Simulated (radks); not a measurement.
The numbers below are computed, except where a source is named.
Problem. Valence configurations of Hg II (all share [Xe]). Code: a radial shooting solver on a logarithmic mesh with Libxc functionals. Model: Dirac Kohn-Sham, PBEsol, spin-unpolarised, spherical densities, finite nucleus; open shells fill j = l - 1/2 first; Fermi nuclear charge, rms radius 5.4648 fm. Order these by energy: 4f14 5d8 6s1 6p2; 4f13.5 5d10 6s1.5; 4f14 5d7 6s1 6p3; 4f14 5d10 6p1; 4f13 5d9 6s2 6p1; 4f14 5d9 6s2; 4f14 5d10 6s0.5 6p0.5; 4f13 5d10 6s2; 4f14 5d10 6s1; 4f14 5d9 6s1 6p1.

Solution. From the lowest, in eV above it: 4f14 5d10 6s1 0.000; 4f14 5d10 6s0.5 6p0.5 3.237; 4f14 5d9 6s2 4.035; 4f14 5d10 6p1 6.511; 4f14 5d9 6s1 6p1 10.928; 4f14 5d8 6s1 6p2 24.120; 4f14 5d7 6s1 6p3 41.625; 4f13.5 5d10 6s1.5 45.836; 4f13 5d10 6s2 95.295; 4f13 5d9 6s2 6p1 109.35. NIST lists [Xe] 4f14 5d10 6s1 as the ground configuration; this level of theory agrees among the configurations tried. The energies are those of spherical spin-averaged densities, not of single terms.
